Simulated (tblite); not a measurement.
Species: C4H15NSSi2.
Atom-mapped SMILES: `[CH3:1][S:2][C@@H:3]([CH3:4])[Si@@H:5]([CH3:6])[SiH2:7][NH2:8]` (hydrogens: H9, H10, H11 on C1; H12 on C3; H13, H14, H15 on C4; H16 on Si5; H17, H18, H19 on C6; H20, H21 on Si7; H22, H23 on N8)

Computed geometry: GFN2-xTB, gas phase.

Give the optimised bond lengths and angles.

```tsv
bond	length (Å)	order
C1–S2	1.817	single
S2–C3	1.833	single
C3–C4	1.518	single
C3–Si5	1.929	single
Si5–C6	1.906	single
Si5–Si7	2.315	single
Si7–N8	1.720	single
C1–H9, C1–H10, C1–H11	1.086	single
C3–H12	1.093	single
C4–H13, C4–H14, C4–H15	1.089	single
Si5–H16	1.477	single
C6–H17, C6–H18, C6–H19	1.086	single
Si7–H20	1.468	single
Si7–H21	1.482	single
N8–H22, N8–H23	1.007	single
```

Bonds in one row agree within 0.01 Å and their mean is given. Orders are formal, as drawn. A selection of angles:
```tsv
angle	degrees
S2–C1–H9	110.0
S2–C1–H11	106.8
H9–C1–H10	110.7
H9–C1–H11	109.9
C1–S2–C3	100.7
S2–C3–C4	110.7
S2–C3–Si5	107.1
S2–C3–H12	105.0
C4–C3–Si5	113.8
C4–C3–H12	109.9
Si5–C3–H12	110.0
C3–C4–H13	111.8
C3–C4–H14	109.8
H13–C4–H14	108.0
H14–C4–H15	108.7
C3–Si5–C6	106.0
C3–Si5–Si7	112.2
C3–Si5–H16	103.4
C6–Si5–Si7	111.1
C6–Si5–H16	106.7
Si7–Si5–H16	116.7
Si5–C6–H17	112.5
Si5–C6–H19	110.0
H17–C6–H18	107.7
Si5–Si7–N8	106.2
Si5–Si7–H20	114.1
Si5–Si7–H21	112.7
N8–Si7–H20	104.4
N8–Si7–H21	114.3
H20–Si7–H21	105.0
Si7–N8–H22	118.9
H22–N8–H23	110.0
H23–N8–Si7	119.7
```

Torsions: C1–S2–C3–C4 80° (synclinal); S2–C3–Si5–C6 176° (antiperiplanar); C3–Si5–Si7–N8 75° (synclinal).

Si7 (SiH2 silicon) is distorted tetrahedral (angles from 104.4° to 114.3°). The C–Si distances run from 1.906 Å (Si5–C6, drawn single) to 1.929 Å (C3–Si5, drawn single), a spread of 0.023 Å. Si5 (SiH silicon) is distorted tetrahedral (angles from 103.4° to 116.7°). N8 (silicon-bound nitrogen) has angles 119.7°, 118.9° and 110.0°, sum 348.5°, 0.23 Å off the plane of its three neighbours. Of the pairs four or more bonds apart, S2···H22 is among the closest relative to their van der Waals radii: 2.90 Å, 97 % of the sum of Bondi's values.

Point group: C1 (no symmetry element, even within 0.4 Å). Its GFN2-xTB frequencies are all real (lowest 28 cm⁻¹). The numbers are those of one conformer (C1–S2–C3–C4 80°, S2–C3–Si5–C6 176°, C3–Si5–Si7–N8 75°, Si5–Si7–N8–H -43° and 178°). 3 starts were optimised and ended at 0.00, 1.65 and 1.68 kcal/mol (GFN2-xTB); the lowest of these is shown.
